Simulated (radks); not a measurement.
Valence configurations of the tantalum ion Ta3+ (all share [Xe]). All-electron calculation, scalar-relativistic Kohn-Sham, PBE, spin-polarised, spherical densities, finite nucleus; open shells are filled with parallel spins first (spin-orbit coupling, left out, can overturn this in heavy ions); Fermi nuclear charge, rms radius 5.3507 fm. Program: a radial shooting solver on a logarithmic mesh with Libxc functionals. Energies are relative to 4f14 5d2; eigenvalues in eV for spin up.

| valence | E (eV) | moment (Bohr magnetons) | e(4f) | e(5d) | e(6p) | e(6s) |
|---|---|---|---|---|---|---|
| 4f14 5d2 | 0.000 | 2 | -52.907 | -29.857 | - | - |
| 4f14 5d1 6s1 | 2.481 | 2 | -56.352 | -32.075 | - | -29.289 |
| 4f14 5d1 6p1 | 9.996 | 2 | -57.746 | -33.092 | -22.498 | - |
| 4f13 5d2 6s1 | 29.723 | 4 | -66.050 | -34.433 | - | -30.284 |
| 4f13 5d2 6p1 | 37.600 | 4 | -67.427 | -35.485 | -23.118 | - |
| 4f12 5d4 | 58.342 | 6 | -72.438 | -34.218 | - | - |
| 4f12 5d2 6s2 | 71.446 | 4 | -80.186 | -38.862 | - | -32.078 |
| 4f12 5d2 6s1 6p1 | 77.981 | 6 | -81.486 | -40.203 | -24.911 | -33.464 |
| 4f12 6s1 6p3 | 111.61 | 6 | -92.022 | - | -28.403 | -37.661 |
| 4f11 5d2 6s2 6p1 | 131.97 | 6 | -96.523 | -44.893 | -26.155 | -35.250 |

NIST lists [Xe] 4f14 5d2 as the ground configuration; this level of theory agrees among the configurations tried. The energies are those of spherical high-spin densities, not of single terms.
